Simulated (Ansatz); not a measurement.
`CS(=O)(=O)Cc1ccccc1` and `CC(C)Cc1ccccc1` differ in one atom or group.

Ansatz, PBE0-D4/def2-TZVP geometries, multiplicity 1. Each molecule was computed in one conformer, which needn't be the lowest.

```tsv
property	`CS(=O)(=O)Cc1ccccc1`
HOMO–LUMO gap (B3LYP/def2-TZVPP) / eV	6.24
HOMO–LUMO gap (ωB97M-V/def2-TZVPP) / eV	10.68
HOMO energy (B3LYP/def2-TZVPP) / eV	-7.21
size of the dipole moment (ωB97M-V/def2-TZVPP) / D	4.63
HOMO energy (PBE/def2-TZVPP) / eV	-6.36
size of the dipole moment (B3LYP/def2-TZVPP) / D	4.57
```

**Question.** Give the same properties after the change, and the shifts. (Best estimate.)

**Answer.** Ansatz gave: 
| property | `CC(C)Cc1ccccc1` | shift |
| --- | --- | --- |
| HOMO–LUMO gap (B3LYP/def2-TZVPP) / eV | 6.36 | 0.12 |
| HOMO–LUMO gap (ωB97M-V/def2-TZVPP) / eV | 10.82 | 0.14 |
| HOMO energy (B3LYP/def2-TZVPP) / eV | -6.72 | 0.49 |
| size of the dipole moment (ωB97M-V/def2-TZVPP) / D | 0.32 | -4.31 |
| HOMO energy (PBE/def2-TZVPP) / eV | -5.97 | 0.39 |
| size of the dipole moment (B3LYP/def2-TZVPP) / D | 0.33 | -4.24 |

With PBE0 the HOMO rises by 0.48 eV and the LUMO rises by 0.62 eV, so the gap widens by about 0.14 eV. PBE moves the HOMO by 0.39 eV and ωB97M-V by 0.49 eV. Dipoles are sizes alone; their direction can turn.

B3LYP here is the variant with VWN-RPA as its local correlation; programs differ in this.
